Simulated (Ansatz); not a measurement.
CH8N2OSi can be A, `CN[SiH](N)O`, or B, `NC(O)N[SiH3]`.

Program: Ansatz. Geometries: PBE0-D4/def2-TZVP. ΔE: electronic, gas phase. CCSD(T)/CBS is the MP2 limit (def2-TZVPP, def2-QZVPP) plus CCSD(T) − MP2 in def2-TZVPP, frozen cores. Functionals use def2-TZVPP. B3LYP here is the variant with VWN-RPA as its local correlation; programs differ in this. Each species was taken in one conformer, which may not be the lowest.

(1) Which is lower in electronic energy at CCSD(T)/CBS, and by how much? (Best estimate.)

(2) Give E(B) − E(A) in kcal/mol with B2PLYP, MP2/def2-TZVPP, PBE-D4, HF/def2-TZVPP, B3LYP-D4, r2SCAN-D4, PBE0-D4. (An estimate is asked.)

Largest T1 diagnostic: 0.011.

Answers

(1) Computed: A, by 66.0 kcal/mol.

(2) The calculation gave: B2PLYP 65.5, MP2/def2-TZVPP 66.8, PBE-D4 60.6, HF/def2-TZVPP 65.6, B3LYP-D4 64.6, r2SCAN-D4 64.6, PBE0-D4 62.5. None reverses the order clearly.

From PBE to PBE0 (25 % exact exchange), in def2-TZVPP and without D4, E(B) − E(A) moves by +1.9 kcal/mol.
